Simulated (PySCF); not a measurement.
Coordinates in bohr (charge 0 multiplicity 1):
```
Te    0.0000    0.0000    0.0000
Cu    0.0000    0.0000    4.4805
Cu    0.0000    0.0000   -4.4805
```

Computed with PySCF, B3LYP, basis Te def2-SVP with ECP28, Cu def2-SVP (scalar-relativistic core potentials, no spin–orbit coupling, density fitting).

This geometry of Cu2Te is a stationary point at this level.

Problem. What is the point group?

Solution. D∞h.

Problem. Is it a minimum?

Solution. No: it has 2 imaginary modes (one degenerate set), at 136i cm⁻¹ (πu).

Problem. List the harmonic modes with their infrared intensities.

Solution. 
| symmetry | ω (cm⁻¹) | IR (km/mol, summed over degenerate members) | type |
| --- | --- | --- | --- |
| πu | 136i | – | bend |
| σg+ | 206 | 0.0 | stretch |
| σu+ | 292 | 25.6 | stretch |

Problem. What are the dipole moment and the gap between the highest occupied and lowest empty levels?

Solution. 0.00 D and 1.27 eV.

Problem. Give the atomic charges and bond orders.

Solution. 
```csv
atom,Mulliken,Löwdin,polar tensor,Mayer order to Te1
Te1,-0.47,-0.44,-0.33,–
"Cu2,3",0.23,0.22,0.16,0.98
```

In D∞h the vibrations span πu + σg+ + σu+. The σg+ mode carries no infrared intensity, as symmetry demands. With a centre of inversion only u modes can be infrared active and only g modes Raman active.

Only a few start shapes were tried, so a lower isomer may exist. At this level a singlet minimum of C2v symmetry lies 137 kJ/mol below this structure. The small gap makes a closed-shell description doubtful.
